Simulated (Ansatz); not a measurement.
Start from `[NH]=[V]([NH2])([NH2])[OH]` and change one element to get `[NH]=[Ta]([NH2])([NH2])[OH]`.

Ansatz, PBE0-D4/def2-TZVP geometries, multiplicity 1. Each molecule was computed in one conformer, which needn't be the lowest.

Elements past krypton have def2 core potentials. Scalar relativity is left out up to krypton.

```csv
property,`[NH]=[V]([NH2])([NH2])[OH]`
size of the dipole moment (B3LYP/def2-TZVPP) / D,0.93
size of the dipole moment (PBE/def2-TZVPP) / D,0.81
"ideal-gas entropy at 298 K and 1 bar (rigid rotor, harmonic PBE0-D4/def2-TZVP) / J/(mol·K)",373
zero-point energy (PBE0-D4/def2-TZVP) / kJ/mol,202.5
HOMO energy (ωB97M-V/def2-TZVPP) / eV,-8.95
HOMO–LUMO gap (PBE0/def2-TZVPP) / eV,5.52
```

Problem. Give the same properties after the change, and the shifts. (Estimate.)

Solution. The calculation gave: 
```tsv
property	`[NH]=[Ta]([NH2])([NH2])[OH]`	shift
size of the dipole moment (B3LYP/def2-TZVPP) / D	0.68	-0.25
size of the dipole moment (PBE/def2-TZVPP) / D	0.65	-0.16
ideal-gas entropy at 298 K and 1 bar (rigid rotor, harmonic PBE0-D4/def2-TZVP) / J/(mol·K)	379	6
zero-point energy (PBE0-D4/def2-TZVP) / kJ/mol	201.7	-0.8
HOMO energy (ωB97M-V/def2-TZVPP) / eV	-9.30	-0.35
HOMO–LUMO gap (PBE0/def2-TZVPP) / eV	7.15	1.63
```

With PBE0 the HOMO falls by 0.29 eV and the LUMO rises by 1.34 eV, so the gap widens by about 1.63 eV. PBE moves the HOMO by -0.22 eV and ωB97M-V by -0.35 eV. Dipoles are sizes alone; their direction can turn. Modes under 60 cm⁻¹, often nearly free rotors, make the harmonic entropy too high.

B3LYP here is the variant with VWN-RPA as its local correlation; programs differ in this.
